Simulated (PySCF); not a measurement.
Cd(H)(Br), SMILES [Br][CdH] (PBE0/def2-SVP optimised geometry):

```
3

Cd     0.382     0.000     0.000
H      2.040     0.000     0.000
Br    -2.040     0.000    -0.004
```

Level of theory: PySCF with PBE0/def2-TZVP, def2 effective core potentials past Kr.

Task: What are the frontier orbital energies and the dipole moment?

Result: HOMO-2 -8.87 eV, HOMO-1 -8.08 eV, HOMO -8.08 eV, LUMO -0.94 eV, LUMO+1 -0.79 eV; dipole moment 2.17 D.
